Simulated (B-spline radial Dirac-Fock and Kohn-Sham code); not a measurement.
**Magnetic form factor of the 5d shell of Os⁴⁺**

System: the Os⁴⁺ ion, configuration [Xe] 4f14 5d2 6s2 (not the ground configuration).

Level of theory: Dirac-Fock densities; a radial B-spline solver. ⟨j_K⟩ is the integral of the 5d radial density with the spherical Bessel function j_K(4πsr), s = sin θ/λ.

| s (Å⁻¹) | ⟨j0⟩ | ⟨j2⟩ | ⟨j4⟩ |
| --- | --- | --- | --- |
| 0 | 1.0000 | 0.0000 | 0.0000 |
| 0.05 | 0.9553 | 0.0177 | 0.0001 |
| 0.1 | 0.8320 | 0.0647 | 0.0018 |
| 0.15 | 0.6585 | 0.1255 | 0.0078 |
| 0.2 | 0.4696 | 0.1820 | 0.0205 |
| 0.25 | 0.2957 | 0.2205 | 0.0397 |
| 0.3 | 0.1558 | 0.2348 | 0.0628 |
| 0.35 | 0.0568 | 0.2263 | 0.0858 |
| 0.4 | -0.0038 | 0.2008 | 0.1049 |
| 0.45 | -0.0335 | 0.1655 | 0.1177 |
| 0.5 | -0.0416 | 0.1272 | 0.1232 |
| 0.6 | -0.0247 | 0.0596 | 0.1145 |
| 0.7 | 0.0021 | 0.0161 | 0.0896 |
| 0.8 | 0.0204 | -0.0041 | 0.0607 |
| 0.9 | 0.0277 | -0.0087 | 0.0354 |
| 1 | 0.0267 | -0.0054 | 0.0170 |
| 1.1 | 0.0215 | 0.0005 | 0.0054 |
| 1.2 | 0.0150 | 0.0062 | -0.0006 |
| 1.4 | 0.0041 | 0.0125 | -0.0022 |
| 1.6 | -0.0010 | 0.0124 | 0.0016 |

Radial moments of the shell: ⟨r²⟩ = 2.480, ⟨r⁴⟩ = 9.626, ⟨r⁶⟩ = 55.10 in powers of bohr.

Values without a named source are computed, but for edge energies of neutral atoms, which are taken from tables.
